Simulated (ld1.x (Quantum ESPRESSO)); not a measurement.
**Which change was made? (Mn, TM)**

* Element: manganese
* Generator: ld1.x (Quantum ESPRESSO) 7.5
* Type: norm-conserving Troullier–Martins (Kleinman–Bylander form)
* Functional: LDA (PZ)
* Relativity: scalar-relativistic
* Frozen core: [Ar]
* Valence charge: 7
* Reference configuration: 3d5 4s1 4p0 (charge +1)
* Partial waves: 4s (bound): rc 2.45 bohr; 4p (bound, empty): rc 1.95 bohr; 3d (bound): rc 1.90 bohr
* Local potential: all-electron potential smoothed inside 1.90 bohr (lloc = -1)
* Core correction: Bessel-smoothed model core inside 1.65 bohr

Cutoffs, loose and tight: the cutoffs (Ry, on a coarse ladder) from which the occupation-weighted sum of valence levels, in a spherical-Bessel basis at the reference potential, stays within 10 and 1 mRy of its value at 400 Ry. They do not see the model core or the augmentation charge, which bear on the density cutoff. Test errors are all-electron minus pseudo excitation energies from the reference, over the configurations 3d5 4s2 4p0; 3d5 4s0 4p0; 3d4 4s0 4p0; 3d4 4s2 4p0; 3d5 4s1.5 4p0; 3d3 4s0 4p0; 3d5 4s0 4p1 (two spin-polarised tests are not counted in the largest error); variants that change the core or the reference have their own tests. The largest error is taken over the tests solved by every variant that gives reliable tests at all, those not shown here included: 3d4 4s2 4p0; 3d5 4s0 4p0; 3d5 4s1.5 4p0; 3d5 4s2 4p0.

The base gives: outcome: generated; cutoff, loose: 70 Ry; cutoff, tight: 110 Ry; bound ghosts: s; largest test error (meV): -12.

(1) After one change the result is: outcome: generated; cutoff, loose: 110 Ry; cutoff, tight: 140 Ry; bound ghosts: p, s; largest test error (meV): -300. Which change was it?
A. local potential the d channel
B. all radii but the core radius scaled by about 0.75 (s 1.84, p 1.46, d 1.44 bohr); local potential all-electron potential smoothed inside 1.44 bohr (lloc = -1)
C. reference 3d5 4s2 4p0

## Answers

(1) B. The others give: reference 3d5 4s2 4p0 → outcome: generated; cutoff, loose: 70 Ry; cutoff, tight: 110 Ry; bound ghosts: none; largest test error (meV): -204 | local potential the d channel → outcome: generated; cutoff, loose: 70 Ry; cutoff, tight: 110 Ry; bound ghosts: s, p; largest test error (meV): -212.
